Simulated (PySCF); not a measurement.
Species: C5H10Si2.
SMILES with atom numbers: `[CH2:1]=[CH:2][C@@H:3]1[CH:4]=[CH:5][SiH2:6][SiH2:7]1`

Cartesian coordinates in Å at the GFN2-xTB level; atoms count from 1:
```xyz
17
C5H10Si2 angstrom
C     -2.237   -0.807   -0.042
C     -1.813    0.432    0.146
C     -0.406    0.891   -0.038
C      0.336    0.030   -1.016
C      1.419   -0.684   -0.727
Si     2.103   -0.624    1.027
Si     0.513    0.916    1.671
H     -3.261   -1.090    0.129
H     -1.576   -1.587   -0.382
H     -2.502    1.190    0.497
H     -0.440    1.908   -0.445
H     -0.091    0.013   -2.015
H      1.880   -1.280   -1.503
H      2.070   -1.955    1.648
H      3.509   -0.200    1.019
H      0.933    2.298    1.943
H     -0.442    0.563    2.727
```

NICS is the negative of the GIAO shielding at a point without a nucleus: at the ring centre (0) and 1 Å above and below it (1); zz is the component along the ring normal. Level: GIAO PBE0/pcSseg-1 (PySCF, non-relativistic, gas phase) on the GFN2-xTB geometry, one conformer.

Ring bond lengths (Å), with Mayer bond orders in brackets: C3–C4 1.500 (1.03), C4–C5 1.329 (1.91), C5–Si6 1.884 (0.90), Si6–Si7 2.305 (0.92), Si7–C3 1.940 (0.81).

Q: What do the NICS probes read (ppm)?

A: 
| ring | type | NICS(0) | NICS(1), two faces | NICS(1)zz, two faces | rms pucker (Å) | centre to ring atoms, mean (Å) |
| --- | --- | --- | --- | --- | --- | --- |
| C3–C4–C5–Si6–Si7 | 5-membered ring with 2 Si; formal bonds 1 double, 4 single | -2.8 | -3.5 / -3.4 | -2.0 / -1.1 | 0.03 | 1.51 |

Q: What can be read from them?

A: 
- C3–C4–C5–Si6–Si7: mean NICS(1)zz -1.6 ppm, near zero. C3, Si6, Si7 have four or more neighbours; no verdict on aromaticity is drawn.

Q: What field does 11.7 T along the ring normal induce along that normal at the second NICS(1) probe listed for ring C3–C4–C5–Si6–Si7, 1 Å off the ring?

A: NICSzz × B0 = -1.1 ppm × 11.7 T = -13 μT, against the applied field.

Q: List the ring angles and the Hirshfeld charges of the ring atoms.

A: 
- C3–C4–C5–Si6–Si7: C3 110.3° (-0.106 e), C4 124.7° (-0.024 e), C5 118.8° (-0.148 e), Si6 91.8° (+0.238 e), Si7 94.1° (+0.244 e); sum 539.8° against 540° for a flat convex ring.
